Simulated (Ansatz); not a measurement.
CH$_{6}$GeSeSi, SMILES `[SiH3][GeH]1[CH2][Se]1`, charge 0, multiplicity 1.

Problem. Give a relaxed structure at PBE0-D4/def2-TZVP (Ansatz 0.2.0). (Best estimate.)

Solution. The calculation gave: 
```xyz
10

Si    1.510    1.042   -0.312
Ge   -0.745    0.345   -0.207
C    -1.156   -1.317    0.699
Se   -1.151   -1.702   -1.256
H     1.816    1.550   -1.673
H     1.775    2.118    0.680
H     2.344   -0.146   -0.006
H    -1.896    1.353   -0.309
H    -2.136   -1.420    1.151
H    -0.361   -1.823    1.235
```
This is one stationary point; other conformers may exist.
